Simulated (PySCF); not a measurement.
Several molecules and their computed UV-vis stick spectra, shuffled. Level of theory: TDDFT B3LYP/def2-SVPD, vertical, gas phase, core orbitals frozen in the response (PySCF 2.14.0, density-fitted response routines). Geometries: GFN2-xTB; one conformer of each isolated species. Triplets are in the Tamm–Dancoff approximation.

A. `CN(N)[SiH](C)C`
B. `N#C[C@H]1CCCSS1`
C. `C=CCN1[SiH2]N[SiH2]1`

Lowest singlet levels (six at most, fewer where fewer were computed) with oscillator strengths:

1. 4.29 eV (f 0.007); 4.84 eV (f 0.010); 5.30 eV (f 0.002); 5.62 eV (f 0.015); 5.81 eV (f 0.002); 5.95 eV (f 0.027); T1 3.66 eV
2. 4.56 eV (f 0.007); 5.20 eV (f 0.002); 5.41 eV (f 0.029); 5.97 eV (f 0.007); 6.00 eV (f 0.017); 6.03 eV (f 0.005); T1 4.39 eV
3. 5.51 eV (f 0.019); 6.14 eV (f 0.030); 6.31 eV (f 0.008); 6.36 eV (f 0.055); 6.75 eV (f 0.002); 7.11 eV (f 0.027); T1 5.38 eV

Question: Which spectrum belongs to which structure?

Answer: 1 = B, 2 = C, 3 = A.
- A: S1 at 5.51 eV, HOMO→LUMO (97%); Löwdin shares by element: HOMO nitrogen 64%, carbon 9% or more, silicon 7% (atoms not listed hold the other 20%); LUMO hydrogen 22% or more, carbon 19% or more, silicon 11% (atoms not listed hold the other 48%); HOMO -6.19 and LUMO 0.29 eV.
- B: S1 at 4.29 eV, HOMO→LUMO (97%); Löwdin shares by element: HOMO sulfur 80%, carbon 12% or more; LUMO sulfur 82%, carbon 5% or more; HOMO -6.57 and LUMO -1.10 eV.
- C: S1 at 4.56 eV, HOMO→LUMO (99%); Löwdin shares by element: HOMO nitrogen 64%, carbon 14% or more (atoms not listed hold the other 22%); LUMO silicon 41%, nitrogen 15% (atoms not listed hold the other 44%); HOMO -6.34 and LUMO -0.75 eV.
